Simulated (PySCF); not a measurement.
Computed IR spectrum (relative IR intensity) of a molecule C₃H₄F₂Si. The structure is a stationary point at PBE0-D3(BJ)/def2-SVP. The values are those of a single conformer. These are PySCF with PBE0-D3(BJ)/def2-SVP values and carry that method's errors. Frequencies are harmonic and unscaled.

Lines under 2 % of the strongest are left out, and lines within 2 cm⁻¹ are merged.

| ν (cm⁻¹) | relative intensity |
|---|---|
| 431 | 6.1 |
| 483 | 4.3 |
| 553 | 8.6 |
| 615 | 8.9 |
| 646 | 9.7 |
| 698 | 3.6 |
| 714 | 13 |
| 748 | 11 |
| 895 | 100 |
| 932 | 12 |
| 935 | 15 |
| 1082 | 11 |
| 1116 | 64 |
| 1184 | 63 |
| 2249 | 8.1 |
| 2255 | 15 |
| 2271 | 68 |
| 3485 | 29 |

**Question.** Which structure fits?
A) C#C[SiH2]C(F)F
B) F[Si]1(F)C=CC1
C) C#CC(F)(F)[SiH3]
D) C=C=C[SiH](F)F

**Answer.** C, C#CC(F)(F)[SiH3]
